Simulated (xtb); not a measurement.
Cl$_{2}$Ge, triplet, at a GFN2-xTB geometry (the spin is typed, not shown lowest); GFN2-xTB with GBSA(water) in xtb 6.7.1.

Input for xtb:
```
$ xtb mol.xyz --gfn 2 --uhf 2 --gbsa water --json

# file mol.xyz
3

Ge    -0.00036912    -0.00859543     0.64162331
Cl     1.14359709     1.44226847    -0.58401026
Cl    -1.14290229    -1.42608884    -0.62375126
```

Problem. Predict the main parts of the log of this xtb run.

Solution. 
```
   ID    Z sym.   atoms
    1   32 Ge     1
    2   17 Cl     2, 3

           -------------------------------------------------
          |                Calculation Setup                |
           -------------------------------------------------

           -------------------------------------------------
          |                 G F N 2 - x T B                 |
           -------------------------------------------------

      * Solvation model:               GBSA
        Solvent                        water
        Parameter file                 internal GFN2-xTB/GBSA
        Dielectric constant                8.0200E+01
        Reference state                gsolv [1 M gas/solution]
        Free energy shift                  1.8574E-03 Eh       1.1656E+00 kcal/mol
        Temperature                        2.9815E+02 K
        Density                            1.0000E+00 kg/L
        Solvent mass                       1.8000E+01 g/mol
        Interaction kernel             Still
        Born radius scaling (c1)           1.5524E+00
        Born radii integrator          GBOBC
        Born offset                        2.4628E-02 a0       4.6540E-02 AA
        H-bond correction              true
        Ion screening                  false
        Surface tension                    1.0000E-05 Eh       1.5569E+01 dyn/cm
        Grid points                               230 per atom

          ...................................................
          :                      SETUP                      :
          :.................................................:
          :  # basis functions                  30          :
          :  # atomic orbitals                  27          :
          :  # shells                            9          :
          :  # electrons                        18          :
          :  max. iterations                   250          :
          :  Hamiltonian                  GFN2-xTB          :
          :  restarted?                      false          :
          :  GBSA solvation                   true          :
          :  PC potential                    false          :
          :  electronic temp.          300.0000000     K    :
          :  accuracy                    1.0000000          :
          :  -> integral cutoff          0.2500000E+02      :
          :  -> integral neglect         0.1000000E-07      :
          :  -> SCF convergence          0.1000000E-05 Eh   :
          :  -> wf. convergence          0.1000000E-03 e    :
          :  Broyden damping             0.4000000          :
          :  net charge                          0          :
          :  unpaired electrons                  2          :
          ...................................................

 iter      E             dE          RMSdq      gap      omega  full diag
   1    -10.6296053 -0.106296E+02  0.139E+01    2.77       0.0  T
   2    -10.7370098 -0.107405E+00  0.153E+01    1.93       1.0  T
   3    -11.0122639 -0.275254E+00  0.731E+00    2.34       1.0  T
   4    -11.0161732 -0.390930E-02  0.514E+00    2.34       1.0  T
   5    -11.0208943 -0.472103E-02  0.325E-01    2.33       1.0  T
   6    -11.0209725 -0.782304E-04  0.292E-01    2.35       1.0  T
   7    -11.0209930 -0.205601E-04  0.952E-02    2.35       1.0  T
   8    -11.0210064 -0.134008E-04  0.742E-02    2.35       1.0  T
   9    -11.0210078 -0.133613E-05  0.268E-02    2.35       2.2  T
  10    -11.0210078 -0.635375E-07  0.151E-02    2.35       3.8  T
  11    -11.0210079 -0.156859E-07  0.219E-03    2.35      26.4  T
  12    -11.0210079 -0.342503E-08  0.784E-04    2.35      73.6  T
  13    -11.0210079 -0.373046E-09  0.279E-04    2.35     207.1  T

   *** convergence criteria satisfied after 13 iterations ***

 transition dipole moment (au) for excitation:           9          10
     X       Y       Z
  -0.3964   0.3159   0.0040  total (au/Debye):    0.507   1.288
 dE (eV)             :    4.253
 oscillator strength :  0.37854E-01

         :::::::::::::::::::::::::::::::::::::::::::::::::::::
         ::                     SUMMARY                     ::
         :::::::::::::::::::::::::::::::::::::::::::::::::::::
         :: total energy             -11.018658113865 Eh    ::
         :: total w/o Gsasa/hb       -11.021117121660 Eh    ::
         :: gradient norm              0.001161395396 Eh/a0 ::
         :: HOMO-LUMO gap              2.345934380385 eV    ::
         ::.................................................::
         :: SCC energy               -11.021007852089 Eh    ::
         :: -> isotropic ES           -0.007134049428 Eh    ::
         :: -> anisotropic ES          0.000335037067 Eh    ::
         :: -> anisotropic XC          0.000370306171 Eh    ::
         :: -> dispersion             -0.002265034172 Eh    ::
         :: -> Gsolv                   0.001885913526 Eh    ::
         ::    -> Gelec               -0.000573094269 Eh    ::
         ::    -> Gsasa                0.000622504071 Eh    ::
         ::    -> Ghb                 -0.000020939403 Eh    ::
         ::    -> Gshift               0.001857443127 Eh    ::
         :: repulsion energy           0.002349738224 Eh    ::
         :: add. restraining           0.000000000000 Eh    ::
         :: total charge               0.000000000885 e     ::
         :::::::::::::::::::::::::::::::::::::::::::::::::::::

           -------------------------------------------------
          |                Property Printout                |
           -------------------------------------------------

    * Orbital Energies and Occupations

         #    Occupation            Energy/Eh            Energy/eV
      -------------------------------------------------------------
         1        2.0000           -1.0680246             -29.0624
         2        2.0000           -1.0672559             -29.0415
         3        2.0000           -0.6181073             -16.8196
         4        2.0000           -0.4811242             -13.0921
         5        2.0000           -0.4624176             -12.5830
         6        2.0000           -0.4596134             -12.5067
         7        2.0000           -0.4541922             -12.3592
         8        2.0000           -0.4491563             -12.2222
         9        1.0000           -0.4196101             -11.4182
        10        1.0000           -0.2633271              -7.1655 (HOMO)
        11                         -0.1771156              -4.8196 (LUMO)
        12                         -0.1496504              -4.0722
        13                         -0.0031495              -0.0857
        14                         -0.0020879              -0.0568
        15                         -0.0005967              -0.0162
        16                         -0.0002495              -0.0068
        17                          0.0015199               0.0414
        18                          0.0018667               0.0508
        19                          0.0018863               0.0513
        20                          0.0027940               0.0760
        21                          0.0163170               0.4440
       ...                                ...                  ...
        27                          0.8737583              23.7762
      -------------------------------------------------------------
                  HL-Gap            0.0862115 Eh            2.3459 eV
             Fermi-level           -0.3273011 Eh           -8.9063 eV

     #   Z          covCN         q      C6AA      α(0)
     1  32 Ge       1.615     0.199   253.534    33.324
     2  17 Cl       0.807    -0.100   102.147    15.461
     3  17 Cl       0.807    -0.100   102.147    15.461

 Mol. C6AA /au·bohr⁶  :       1280.231678
 Mol. C8AA /au·bohr⁸  :      78716.005352
 Mol. α(0) /au        :         64.245781

Wiberg/Mayer (AO) data.
largest (>0.10) Wiberg bond orders for each atom

 ---------------------------------------------------------------------------
     #   Z sym  total        # sym  WBO       # sym  WBO       # sym  WBO
 ---------------------------------------------------------------------------
     1  32 Ge   2.016 --     3 Cl   1.008     2 Cl   1.008
     2  17 Cl   1.247 --     1 Ge   1.008     3 Cl   0.239
     3  17 Cl   1.247 --     1 Ge   1.008     2 Cl   0.239
 ---------------------------------------------------------------------------

Topologies differ in total number of bonds
Writing topology from bond orders to xtbtopo.mol

molecular dipole:
                 x           y           z       tot (Debye)
 q only:       -0.000      -0.006       0.469
   full:       -0.000      -0.005       0.357       0.907
molecular quadrupole (traceless):
                xx          xy          yy          xz          yz          zz
 q only:       -0.215      -1.749      -1.014      -0.024      -0.031       1.229
  q+dip:       -0.381      -1.402      -1.022      -0.020      -0.033       1.402
   full:       -1.158      -1.105      -1.663      -0.017      -0.061       2.821

           -------------------------------------------------
          | TOTAL ENERGY              -11.018658113865 Eh   |
          | GRADIENT NORM               0.001161395396 Eh/α |
          | HOMO-LUMO GAP               2.345934380385 eV   |
           -------------------------------------------------

normal termination of xtb
```
